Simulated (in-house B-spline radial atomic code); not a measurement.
**Binding energies in Ge⁴⁺**

NIST's tabulated ground configuration is [Ar] 3d10; each binding energy is the energy of the ion with one electron taken from that subshell, relaxed, less that of the parent. All numbers are computed (Dirac-Hartree-Fock, average of configuration; Fermi nucleus of rms radius 4.0742 fm) with an all-electron radial atomic-structure program (B-spline basis), not measured. Energies include first-order Breit, QED and recoil terms.

| subshell | X-ray name | binding energy (eV) | -ε (eV) | relaxation (eV) |
| --- | --- | --- | --- | --- |
| 1s | K | 11166.1 | 11235.6 | 47.1 |
| 2s | L1 | 1479.3 | 1503.6 | 22.5 |
| 2p1/2 | L2 | 1310.8 | 1337.2 | 24.6 |
| 2p3/2 | L3 | 1279.5 | 1305.0 | 24.2 |
| 3s | M1 | 245.3 | 250.2 | 4.7 |
| 3p1/2 | M2 | 189 | 193.7 | 4.5 |
| 3p3/2 | M3 | 184.7 | 189.2 | 4.3 |
| 3d3/2 | M4 | 88.72 | 92.79 | 4.06 |
| 3d5/2 | M5 | 88.16 | 92.13 | 4.00 |

Relaxation = -ε minus the binding energy without Breit, QED and recoil terms.

Emission lines follow as differences of binding energies, with λ = 12398.42 eV·Å / E:

```csv
line,holes,energy (eV),wavelength (Å)
K-L3,1s → 2p3/2,9886.6,1.2541
K-L2,1s → 2p1/2,9855.3,1.258
K-M3,1s → 3p3/2,10981.4,1.129
L3-M5,2p3/2 → 3d5/2,1191.3,10.407
L2-M4,2p1/2 → 3d3/2,1222.1,10.145
L1-M3,2s → 3p3/2,1294.6,9.577
L3-M1,2p3/2 → 3s,1034.2,11.988
```

What screening constant σ does Moseley's law, E = (3/4)·13.6057 eV·(Z - σ)², need for K-L3?

σ = 0.87.

What does it cost to remove two 2p3/2 electrons?

2643.4 eV, which is 84.3 eV more than the two single binding energies together.

What does it cost to remove two 3p1/2 electrons?

408.54 eV, which is 30.53 eV more than the two single binding energies together.

What does it cost to remove both a 2s and a 3d3/2 electron?

1600.2 eV, which is 32.23 eV more than the two single binding energies together.
